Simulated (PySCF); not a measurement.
# What a mistake does to a calculation on BCGeH4

All numbers below are calculated, not measured. The program is PySCF 2.14.0, an open-source quantum chemistry code, run on an isolated molecule that a program drew, which may never have been made. The molecule is BCGeH4 (charge 0, doublet), drawn as the SMILES string `[BH][CH]=[GeH2]`.

Each row is a Hartree-Fock (HF) and frozen-core CCSD(T) single point in the cc-pVDZ basis, meant for a local HF minimum. Run 1 is clean. Each other run has one planted mistake out of seven kinds, and not every kind appears here: one electron removed, one electron added, multiplicity raised by two, geometry at a saddle point, minimal basis STO-3G, one bond length entered in bohr, all coordinates scaled. The reference is restricted for singlets and unrestricted otherwise, and also for a bond in bohr. Adding or removing an electron swaps singlet and doublet. Electrons count all cores. HOMO and LUMO are orbital energies over both spins, the gradient is its largest component, and the lowest frequency (negative if imaginary) is given only where the gradient is small. Bond lengths are over the 6 bonds as drawn. T1 is the CCSD diagnostic: over 0.02 (restricted) or 0.045 (unrestricted) a single reference is doubtful. Germanium has the cc-pVDZ-PP basis, with a core potential (ECP10MDF) in place of its 10 inner electrons, and its 3s, 3p and 3d shells are frozen in CCSD(T).

Geometry of the clean run:
```xyz
7
BCGeH4, angstrom
B    -0.5621   -0.9453   -0.7773
C    -1.1926    0.0469   -0.0537
Ge   -1.0200   -0.0541    1.8736
H    -0.0006   -1.8219   -1.3242
H    -1.7536    0.8808   -0.4563
H    -0.2825   -1.3461    2.2725
H    -2.3917    0.0027    2.5714
```

```
run,electrons,basis functions,<S^2>,HOMO (eV),LUMO (eV),gradient (hartree/bohr),lowest frequency (cm^-1),mean bond (Å),longest bond (Å),T1,HF (hartree),CCSD(T) (hartree),mistake
1,47,71,0.783,-7.86,1.24,1.5e-05,136,1.4428,1.938,0.0205,-358.16666,-358.50871,no fault
2,48,71,0.000,-0.35,7.19,4.9e-02,-,1.4428,1.938,0.0307,-358.14767,-358.52621,one electron added
3,47,71,3.770,-6.27,-0.24,8.0e-02,-,1.4428,1.938,0.0150,-358.07206,-358.37892,multiplicity raised by two
4,46,71,0.000,-15.23,-6.32,5.2e-02,-,1.4428,1.938,0.0216,-357.90319,-358.23815,one electron removed
5,47,71,1.980,-8.54,1.31,3.0e-02,-,1.6475,2.609,0.0894,-357.97129,-358.29831,?
6,47,71,0.916,-8.02,0.78,4.6e-02,-,1.5828,2.126,0.0410,-358.11943,-358.47507,?
```

**Which mistake was planted in run 5, and what did it cost?**

The mean bond changes by a factor of 1.142 and the longest by 1.346, so the molecule wasn't scaled as a whole. A length L in bohr read as angstrom grows by (1/0.5292 - 1) L = 0.890 L. The 6 bonds together grew by 6 x 0.2047 = 1.228 Å, which gives L = 1.380 Å. That is bond B1-C2, 1.380 Å in the clean geometry. So the mistake is: one bond length entered in bohr. Subtracting run 1 and multiplying by 627.51 kcal/mol a hartree, the energy moved by 122.6 kcal/mol in HF and 132.0 kcal/mol in CCSD(T).

**Which mistake was planted in run 6, and what did it cost?**

The mean and the longest bond both change by the same factor, 1.097, and the gradient is no longer small. So the mistake is: all coordinates scaled. Subtracting run 1 and multiplying by 627.51 kcal/mol a hartree, the energy moved by 29.6 kcal/mol in HF and 21.1 kcal/mol in CCSD(T).

Cautions from the logs. Run 2: T1 is over the limit, so its CCSD(T) energy is less reliable; run 4: T1 is over the limit, so its CCSD(T) energy is less reliable; run 5: T1 is over the limit, so its CCSD(T) energy is less reliable.
